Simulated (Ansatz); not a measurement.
CHNZn, relaxed with RKS PBE-D4/def2-SVP in Ansatz from a rough embedded geometry. The force threshold is 0.03 eV/Å; the program also tests the step.

The species carries charge 0 and has multiplicity 1. The bonds changed during the relaxation, so this is another structure than the one it started from.

Start:

```xyz
4

C     0.103    0.205    0.379
N    -0.969   -0.226   -0.194
Zn    0.295   -0.703   -1.475
H     0.571    0.723    1.290
```

```json
{"step": "1", "energy (eV)": "-50939.6449", "largest force (eV/Å)": "6.104", "largest move (Å)": "0.000"}
{"step": "2", "energy (eV)": "-50940.3468", "largest force (eV/Å)": "3.247", "largest move (Å)": "0.073"}
{"step": "3", "energy (eV)": "-50941.3651", "largest force (eV/Å)": "2.901", "largest move (Å)": "0.195"}
{"step": "4", "energy (eV)": "-50941.7670", "largest force (eV/Å)": "2.549", "largest move (Å)": "0.164"}
{"step": "5", "energy (eV)": "-50942.0955", "largest force (eV/Å)": "1.081", "largest move (Å)": "0.199"}
{"step": "6", "energy (eV)": "-50942.2044", "largest force (eV/Å)": "0.665", "largest move (Å)": "0.195"}
{"step": "7", "energy (eV)": "-50942.2536", "largest force (eV/Å)": "0.339", "largest move (Å)": "0.112"}
{"step": "8", "energy (eV)": "-50942.2701", "largest force (eV/Å)": "0.252", "largest move (Å)": "0.056"}
{"step": "9", "energy (eV)": "-50942.2903", "largest force (eV/Å)": "0.299", "largest move (Å)": "0.163"}
{"step": "10", "energy (eV)": "-50942.2919", "largest force (eV/Å)": "0.132", "largest move (Å)": "0.030"}
{"step": "11", "energy (eV)": "-50942.2927", "largest force (eV/Å)": "0.047", "largest move (Å)": "0.030"}
{"step": "12", "energy (eV)": "-50942.2929", "largest force (eV/Å)": "0.022", "largest move (Å)": "0.025"}
```

End:

```xyz
4

C    -0.359    0.305    0.700
N    -1.475    0.045    0.478
Zn    1.162   -0.910   -2.113
H     0.672    0.560    0.935
```

It took 11 s on 2 threads of an Arm Neoverse V2 on a shared host, with 0.13 GiB of host memory at the peak.
